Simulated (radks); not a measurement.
Results of a calculation; reference values are marked as such.
Q: The mean radii <r> (bohr) of the occupied orbitals of an atom or ion are listed with their occupations. Code: a radial shooting solver on a logarithmic mesh with Libxc functionals. Model: scalar-relativistic Kohn-Sham, r2SCAN, spin-polarised, spherical densities, finite nucleus; meta-GGA in the generalised Kohn-Sham scheme; Fermi nuclear charge, rms radius of each element as measured or else 0.836 A^(1/3) + 0.57 fm.

| orbital | occ. | <r> |
|---|---|---|
| 1s up | 1 | 0.04030 |
| 1s down | 1 | 0.04030 |
| 2s up | 1 | 0.1777 |
| 2s down | 1 | 0.1777 |
| 2p up | 3 | 0.1551 |
| 2p down | 3 | 0.1551 |
| 3s up | 1 | 0.5092 |
| 3s down | 1 | 0.5093 |
| 3p up | 3 | 0.5178 |
| 3p down | 3 | 0.5178 |
| 3d up | 5 | 0.5250 |
| 3d down | 5 | 0.5243 |
| 4s up | 1 | 1.441 |
| 4s down | 1 | 1.439 |
| 4p up | 3 | 1.670 |
| 4p down | 2 | 1.664 |
| 4d up | 1 | 3.116 |

Name the element and its charge. Open shells, if any, are filled with parallel spins first.

A: Z = 37, rubidium, charge +1: Rb+ in [Ar] 3d10 4s2 4p5 4d1. The 1s radius gives Z: for a bare nucleus <r> = (2 gamma + 1)/(2Z) with gamma = sqrt(1 - (Z/c)^2), 0.03954 bohr for Z = 37, and screening makes it slightly larger (0.04030 here). The occupations add up to 36, and the charge is Z minus that.
